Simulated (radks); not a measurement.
Neutral calcium inside a hard spherical wall (all orbitals vanish at R), configuration held at [Ar] 4s2 and not refilled when levels cross. Calculated with a radial shooting solver on a logarithmic mesh with Libxc functionals: non-relativistic Kohn-Sham, PBE, spin-polarised, spherical densities, point nucleus. Eigenvalues in eV for spin up, with the zero of energy where the potential of the charges vanishes at infinity; a dash marks a level that is unbound or too diffuse for the functional's potential to be trusted. A positive occupied level is held by the wall or, in an anion where self-interaction has pushed it up, behind a barrier. The pressure on the wall is -dE/dV.

R (bohr),E (hartree),kinetic (hartree),e(2p),e(3s),e(3p),e(4s),"e(3d, empty)","e(4p, empty)",pressure (GPa)
free,-677.34882,676.672,-334.46,-46.686,-28.059,-3.753,-2.069,-1.418,0
20,-677.34882,676.672,-334.46,-46.686,-28.059,-3.753,-2.069,-1.418,< 0.0001
15,-677.34880,676.672,-334.45,-46.684,-28.056,-3.752,-2.066,-1.409,0.000172
10,-677.34642,676.692,-334.27,-46.511,-27.886,-3.626,-1.913,-1.138,0.0538
7,-677.30912,676.883,-333.02,-45.327,-26.720,-2.548,-0.854,0.572,1.75
6,-677.24894,677.120,-331.83,-44.241,-25.659,-1.228,0.167,2.474,6.04
5,-677.09117,677.655,-329.79,-42.440,-23.911,1.739,2.000,6.503,23.5
4,-676.62793,679.106,-325.78,-39.210,-20.780,9.357,5.670,16.123,116
3.5,-676.06112,680.872,-321.81,-36.333,-17.933,17.824,9.192,26.157,302
3,-674.87008,684.581,-314.51,-31.434,-12.901,34.057,15.427,44.379,905
2.5,-672.05207,693.070,-300.10,-21.968,-2.771,67.973,27.580,80.393,3260
